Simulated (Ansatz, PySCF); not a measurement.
C2H5BrClNSi, SMILES C=C[Si](N)(Cl)Br. Atoms are numbered in the order given.

```xyz
11

C     -2.5341    -0.5425    -1.5505
C     -1.7639     0.3676    -0.9387
Si     0.0115     0.0322    -0.5357
N      0.5843    -1.3459    -1.3807
Cl     1.0718     1.7841    -0.9488
Br     0.2982    -0.4083     1.6408
H     -2.1415    -1.5273    -1.8250
H     -3.5830    -0.3443    -1.7972
H     -2.1857     1.3438    -0.6714
H      1.3551    -1.8782    -0.9881
H      0.6339    -1.3170    -2.3960
```

Geometry optimised at B3LYP-D3(BJ)/def2-SVP. One conformer was computed; it need not be the lowest.

Two levels are set side by side: PBE-D3(BJ)/def2-SVP (Ansatz, a program for electronic structure) and B3LYP-D3(BJ)/def2-SVP (Ansatz). Each level has its own optimised geometry; the coordinates shown are those of the second. Frequencies come from the Hessian of PySCF at each geometry. Differences are taken from unrounded values.

```
quantity                            B3LYP-D3(BJ)  PBE-D3(BJ)  PBE-D3(BJ) minus B3LYP-D3(BJ)
----------------------------------  ------------  ----------  -----------------------------
mean bond length (Å)                       1.455       1.463                          0.008
bond C1–C2 (Å)                             1.340       1.348                          0.008
bond C2–Si3 (Å)                            1.851       1.858                          0.007
bond Si3–N4 (Å)                            1.715       1.728                          0.013
bond Si3–Cl5 (Å)                           2.089       2.096                          0.007
bond Si3–Br6 (Å)                           2.239       2.242                          0.003
bond C1–H7 (Å)                             1.095       1.104                          0.008
bond C1–H8 (Å)                             1.096       1.104                          0.008
bond C2–H9 (Å)                             1.097       1.105                          0.008
bond N4–H10 (Å)                            1.016       1.024                          0.008
bond N4–H11 (Å)                            1.017       1.025                          0.008
highest harmonic wavenumber (cm⁻¹)          3656        3577                            -79
mean harmonic wavenumber (cm⁻¹)             1171        1141                            -30
zero-point energy (kcal/mol)               45.20       44.04                          -1.16
```

Exact exchange shortens and stiffens bonds; PBE has none. Differences between two approximate levels are no errors against the true value.
